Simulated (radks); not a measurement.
Valence configurations of Nd I (all share [Xe]). Method: scalar-relativistic Kohn-Sham, BLYP, spin-polarised, spherical densities, finite nucleus; open shells are filled with parallel spins first (spin-orbit coupling, left out, can overturn this in heavy ions); Fermi nuclear charge, rms radius 4.9123 fm; computed with a radial shooting solver on a logarithmic mesh with Libxc functionals. Energies are relative to 4f4 6s2; eigenvalues in eV for spin up.

valence              E (eV)  moment (Bohr magnetons)    e(4f)   e(5d)   e(6p)   e(6s)
4f4 6s2               0.000                        4   -2.284       -       -  -3.419
4f4 6s1.5 6p0.5       1.027                        5   -2.877       -  -1.468  -3.897
4f4 5d1 6s1           1.220                        6   -1.099  -1.380       -  -3.230
4f4 6s1 6p1           1.931                        6   -3.384       -  -1.789  -4.319
4f3 5d1 6s2           2.370                        4   -7.487  -3.031       -  -3.855
4f3 5d1 6s1.5 6p0.5   3.448                        5   -8.051  -3.554  -1.605  -4.317
4f2 5d1 6s2 6p1      12.758                        4  -16.891  -6.373  -2.228  -5.503

NIST lists [Xe] 4f4 6s2 as the ground configuration; this level of theory agrees among the configurations tried. The energies are those of spherical high-spin densities, not of single terms. No valid solution was reached for [Xe] 4f4.5 6s1.5; [Xe] 4f5 6s1; [Xe] 4f5 5d0.5 6s0.5.
